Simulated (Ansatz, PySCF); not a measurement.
Gas-phase reaction in SMILES: C=CC(F)(F)F + 4 C (CH4) → C=C (C2H4) [ethene] + CC (C2H6) [ethane] + 3 CF (CH3F)
Each molecule is optimised on its own at B3LYP-D3(BJ)/def2-TZVP (Ansatz, a quantum-chemistry and plane-wave program), one conformer each, not searched for the lowest. Frequencies are from Ansatz or PySCF.

Quantity: bond separation energy (enthalpy at 298 K, with B3LYP-D3(BJ) rigid-rotor harmonic-oscillator terms), in eV. Cores are frozen in the correlated levels unless marked. Spin-orbit coupling is left out. No relativistic terms. CBS(X,Y): correlation extrapolated as X^-3; Hartree-Fock from the larger set. [CCSD(T)-MP2]/basis is that difference in the basis named.

```json
[
 {"level": "PBE-D3(BJ)/def2-TZVPD", "program": "Ansatz + dftd3", "bond separation energy (eV)": "(withheld)"},
 {"level": "r2SCAN-D3(BJ)/def2-TZVPD", "program": "Ansatz + dftd3", "bond separation energy (eV)": "2.10"},
 {"level": "B97M-V/def2-TZVPD", "program": "Ansatz", "bond separation energy (eV)": "2.10"},
 {"level": "PBE0/def2-SVP", "program": "Ansatz", "bond separation energy (eV)": "(withheld)"},
 {"level": "PBE0/def2-QZVPP", "program": "Ansatz", "bond separation energy (eV)": "1.91"},
 {"level": "r2SCANh/def2-TZVPD", "program": "Ansatz", "bond separation energy (eV)": "2.07"},
 {"level": "LC-wPBE-D3(BJ)/def2-TZVPD", "program": "Ansatz + dftd3", "bond separation energy (eV)": "1.91"},
 {"level": "B2GP-PLYP-D3(BJ)/def2-TZVPD", "program": "Ansatz + dftd3", "bond separation energy (eV)": "1.87"},
 {"level": "B2PLYP-D3(BJ)/def2-TZVPD", "program": "Ansatz + dftd3", "bond separation energy (eV)": "(withheld)"},
 {"level": "CCSD/6-31G", "program": "Ansatz", "bond separation energy (eV)": "(withheld)"},
 {"level": "RI-MP2/CBS(cc-pVTZ,cc-pVQZ)+[CCSD(T)-MP2]/cc-pVTZ", "program": "Ansatz", "bond separation energy (eV)": "1.91"}
]
```

Some entries are withheld; supply them.


- PBE-D3(BJ)/def2-TZVPD, bond separation energy (eV): 1.89
- PBE0/def2-SVP, bond separation energy (eV): 2.32
- B2PLYP-D3(BJ)/def2-TZVPD, bond separation energy (eV): 1.84
- CCSD/6-31G, bond separation energy (eV): 1.81
